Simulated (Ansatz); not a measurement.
Born–Oppenheimer molecular dynamics of ClFGeH$_{4}$O (8 atoms, charge 0, multiplicity 1). It starts at the highest image of a converged band. Of that band: Neighbouring images differ by up to 1.4 eV, so the band resolves the path poorly. A vibrational analysis at the climbing image gives one clearly imaginary mode, 1028i cm⁻¹: a first-order saddle point.

Theory: RKS PBE/def2-SVP (Ansatz).

| Quantity | Value |
| --- | --- |
| ensemble | NVE (velocity Verlet) |
| time step | 0.5 fs |
| steps asked | 200 |
| starting velocities drawn for | 300 K |
| seed | 5159 |

First frame:

```xyz
8
Properties=species:S:1:pos:R:3
Ge 0.060 0.237 -0.019
H 0.231 -0.219 1.767
Cl 1.800 -0.215 -1.227
O -0.983 1.592 -0.533
H -1.746 1.224 -1.020
H -0.817 -1.050 -0.151
F 1.078 1.588 1.062
H 0.712 0.644 1.745
```

Question: What does the run give?

Answer: The run went to its last step.

```
steps done                                               : 200
time covered                                             : 100 fs
mean temperature over the second half                    : 1899 K
spread of the potential energy over the second half      : 19.2 meV per atom
mean potential energy of the second half above the start : -155.1 meV per atom
```

The conserved energy stayed within 0.43 meV per atom of its start (net change -0.26 meV per atom), so the integration is sound. The kinetic energy rose, since the run started high on the potential surface and went downhill. It ends in pieces (ClFGeH2O + H2), so much of that is their flight and rotation, not heat. A run of 0.1 ps of so small a system gives no equilibrium averages. The orbitals stay closed-shell, which can raise the energy where a bond breaks towards radicals; this wasn't checked here.

Question: What happens to the structure?

Answer: Between its relaxed ends the band would form Ge1–F7, H2–H8 and break Ge1–H2, F7–H8. These pairs go: Ge1–F7 2.01 → 1.83 Å, H2–H8 0.99 → 0.79 Å, Ge1–H2 1.85 → 9.68 Å, F7–H8 1.22 → 8.27 Å. In the last frame they stand as after the step (other bonds may differ from the relaxed reactants and products). It ends as ClFGeH2O + H2. Pairs count as bonded within 1.25 times the sum of covalent radii (0.12 Å more for H–H). The details hang on the random start.

Question: How do temperature and energy run in time?

Answer: 
```csv
time (fs),T (K),potential energy less start (eV),conserved less start (meV/atom)
0,300,0.000,0.00
5,216,0.066,0.05
10,243,0.045,0.12
15,538,-0.183,0.23
20,1132,-0.644,0.19
25,1777,-1.148,-0.36
30,1947,-1.281,-0.41
35,1588,-0.998,0.18
40,1656,-1.052,0.02
45,2072,-1.376,-0.25
50,2122,-1.413,0.00
55,1872,-1.216,0.36
60,1666,-1.059,0.07
65,1706,-1.092,-0.21
70,1852,-1.204,-0.01
75,2073,-1.374,0.15
80,2155,-1.442,-0.42
85,1737,-1.117,-0.34
90,1670,-1.061,0.19
95,2094,-1.392,-0.09
100,2123,-1.416,-0.26
```

The run took 3.9 min on 2 threads of Arm Neoverse V2, on a shared host, peak memory 0.14 GiB.
